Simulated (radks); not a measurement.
Sb, 51 electrons, occupied as [Kr] 4d10 5s1.5 5p3.5 (fractional occupations, a model configuration).

Calculated with a radial shooting solver on a logarithmic mesh with Libxc functionals: Dirac Kohn-Sham, PBE, spin-unpolarised, spherical densities, finite nucleus; open shells fill j = l - 1/2 first; Fermi nuclear charge, rms radius 4.6802 fm.

Energy parts (eV):
total: -176416.471
kinetic: 186149.930
electron-nucleus: -428355.861
Hartree: 70431.086
exchange-correlation: -4641.627

Orbitals (lengths in bohr, moments of r in powers of bohr; r(max) is where P^2 peaks):
\begin{tabular}{lrrrrr}
orbital & occ. & eigenvalue (eV) & <r^2> & <1/r> & r(max) \\ \hline
1s1/2 & 2 & -30283.51 & 0.001094 & 54.32 & 0.01835 \\
2s1/2 & 2 & -4607.311 & 0.01767 & 12.62 & 0.1038 \\
2p1/2 & 2 & -4310.424 & 0.01311 & 12.61 & 0.07984 \\
2p3/2 & 4 & -4058.613 & 0.01441 & 11.70 & 0.08445 \\
3s1/2 & 2 & -903.7427 & 0.1248 & 4.476 & 0.3001 \\
3p1/2 & 2 & -782.3747 & 0.1197 & 4.385 & 0.2865 \\
3p3/2 & 4 & -735.9101 & 0.1280 & 4.164 & 0.2969 \\
3d3/2 & 4 & -521.6011 & 0.1092 & 4.012 & 0.2426 \\
3d5/2 & 6 & -511.9452 & 0.1117 & 3.955 & 0.2455 \\
4s1/2 & 2 & -149.2197 & 0.7074 & 1.770 & 0.7231 \\
4p1/2 & 2 & -108.1786 & 0.7912 & 1.655 & 0.7462 \\
4p3/2 & 4 & -99.5902 & 0.8475 & 1.584 & 0.7706 \\
4d3/2 & 4 & -34.7181 & 1.233 & 1.306 & 0.8418 \\
4d5/2 & 6 & -33.4731 & 1.266 & 1.288 & 0.8510 \\
5s1/2 & 1.5 & -13.0885 & 5.605 & 0.5852 & 1.892 \\
5p1/2 & 2 & -5.4498 & 9.115 & 0.4608 & 2.262 \\
5p3/2 & 1.5 & -4.8282 & 10.05 & 0.4375 & 2.364 \\
\end{tabular}

The highest occupied level is 5p3/2 at -4.828 eV. Summed over all electrons, <r^2> = 62.86 bohr^2, which gives a Langevin (diamagnetic) susceptibility term of -49.8 x 10^-6 cm^3/mol. The electron density at the nucleus is 2.089e+05 e/bohr^3.
